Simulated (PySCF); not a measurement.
## Spin states of MgCd⁺

Unrestricted PBE0; PySCF, scalar-relativistic core potentials, basis sets Mg cc-pVDZ, Cd cc-pVDZ-PP with ECP28. Outer shells of the fragments: Mg+ 3s1; Cd 4d10 5s2.

Followed along the bond (rough minima from three points):

```json
{"2Ms+1": "2", "unpaired": "σ ↑", "⟨S²⟩ at the start": "0.76", "R at minimum (Å)": "2.93", "Te (eV)": "0.00"}
{"2Ms+1": "4", "unpaired": "σ ↑↑, π ↑", "⟨S²⟩ at the start": "3.75", "R at minimum (Å)": "none in the scan", "Te (eV)": "≤ 4.18"}
```

Solutions found at the starting distance of 2.855 Å, counted from the lowest of them; the search is not exhaustive and high or unbound solutions are not listed, so other states can lie among these:

```csv
2Ms+1,unpaired,term,E (eV),⟨S²⟩,⟨Lz²⟩,μ (D)
2,σ ↑,²Σ⁺,0.00,0.76,0.00,-5.68
2,π ↑,²Π,2.66,0.77,1.00,-5.91
4,"σ ↑↑, π ↑",⁴Π,4.27,3.75,1.00,-5.44
4,σ ↑↑↑,⁴Σ⁺,4.41,3.75,0.00,-4.43
2,"σ ↑↑, π ↓",mixed,5.17,1.75,1.00,-5.25
4,"σ ↑, π ↑↑",⁴Σ⁻,6.88,3.75,0.00,-6.02
4,"σ ↑, π ↑↑",mixed,8.62,3.75,2.01,-5.82
```

A term symbol is given only where ⟨S²⟩ and ⟨Lz²⟩ are close to those of a pure state; real π, δ and φ orbitals otherwise mix terms. A positive dipole points towards Cd; it is taken about the centre of mass and depends on that origin.

Spin–orbit coupling is left out. Counting both spins, an empty level lies below a filled one in some of these solutions, because spin and occupation are held.
